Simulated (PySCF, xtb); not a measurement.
C2H8GeO, SMILES [CH3][GeH2][O]C.

GFN2-xTB (xtb) at its own geometry gives an orbital gap of 8.19 eV and a dipole moment of 0.52 D.

Coordinates come from a PBE-D3(BJ)/def2-SVP optimisation. The structure was generated by enumeration, and PubChem lists no compound with its InChIKey, so it may never have been made. Other conformers were not sampled.

Question: What does B3LYP/def2-TZVP (PySCF) give? (Estimate from the structure and the level; the computed values follow.)

Answer: gap 7.73 eV (levels -7.34 and 0.39 eV), dipole 0.93 D.
